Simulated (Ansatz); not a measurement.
Input file for CH6OSSi2, SMILES `[SiH3]S[SiH]1CO1`:

```yaml
crystal:
  periodic: [false, false, false]
  atoms:
    - {symbol: Si, position_ang: [-1.832814, 1.015999, 1.203981]}
    - {symbol: S, position_ang: [-0.034977, 1.504244, 0.137283]}
    - {symbol: Si, position_ang: [0.558375, -0.461245, -0.339952]}
    - {symbol: C, position_ang: [2.102577, -0.809560, -1.194055]}
    - {symbol: O, position_ang: [0.807876, -0.863198, -1.922335]}
    - {symbol: H, position_ang: [-2.438826, 2.320028, 1.561289]}
    - {symbol: H, position_ang: [-2.757846, 0.232671, 0.348843]}
    - {symbol: H, position_ang: [-1.524700, 0.241413, 2.431047]}
    - {symbol: H, position_ang: [-0.160676, -1.454118, 0.487439]}
    - {symbol: H, position_ang: [2.747006, -0.007087, -1.547345]}
    - {symbol: H, position_ang: [2.599303, -1.776248, -1.145596]}
basis:
  gaussian: {orbitals: def2-TZVPP}
correlation: {method: ccsd_t}
```

```sh
$ ansatz run in.yaml --threads 4 --pin off --events-out ev --progress --plain --max-ram 10444MiB
```

Log, shortened:

```
Functional definition: HF
1580 factors; integrals over basis functions are off by at most 1.1e-3 eV
mean field evaluation 1: about -29703.3375 eV, gradient 3.8e1 eV
mean field evaluation 2: about -29703.7594 eV, gradient 3.9e1 eV
mean field evaluation 4: about -29707.4883 eV, gradient 4.6e0 eV
mean field evaluation 8: about -29707.5767 eV, gradient 3.4e-1 eV
mean field evaluation 16: about -29707.5773 eV, gradient 1.1e-6 eV
mean field -29707.57733435 eV, -1091.7333305181 hartree, gradient 1.1e-6 eV, S^2 0.000000; 0 other end points of the search recorded, 0 dependent functions left out
17 core orbitals not correlated: weight in the atoms' cores, before any rotation towards them, 1.000 or more for the frozen orbitals, at most 0.000 for the correlated occupied ones
reference -29707.57733435 eV, -1091.7333305181 hartree; 15, 15 occupied and 240, 240 virtual orbitals, 1580 factors
second order -22.36611326 eV of doubles, -0.00000000 eV of singles
cycle   1  -23.00258683 eV  change   -6.4e-1 eV  update   1.2e-1
cycle   2  -23.63806262 eV  change   -6.4e-1 eV  update   3.6e-2
cycle   3  -23.79192386 eV  change   -1.5e-1 eV  update   2.0e-2
cycle   4  -23.77981979 eV  change    1.2e-2 eV  update   4.8e-3
cycle   5  -23.77725836 eV  change    2.6e-3 eV  update   2.5e-3
cycle   6  -23.77806426 eV  change   -8.1e-4 eV  update   7.7e-4
cycle   7  -23.77773582 eV  change    3.3e-4 eV  update   3.4e-4
cycle   8  -23.77766540 eV  change    7.0e-5 eV  update   1.1e-4
cycle   9  -23.77772337 eV  change   -5.8e-5 eV  update   4.5e-5
cycle  10  -23.77773248 eV  change   -9.1e-6 eV  update   1.7e-5
perturbative correction -1.04024944 eV, -0.0382284618 hartree
Total energy: -29732.39531627 eV, -1092.6453745314 hartree
```

Run time 92 s (4 threads of an Intel Xeon Platinum 8488C on a shared host); peak host memory 6.6 GiB.

Correlation energy per correlated electron: -0.827 eV. T1 diagnostic: 0.0134.
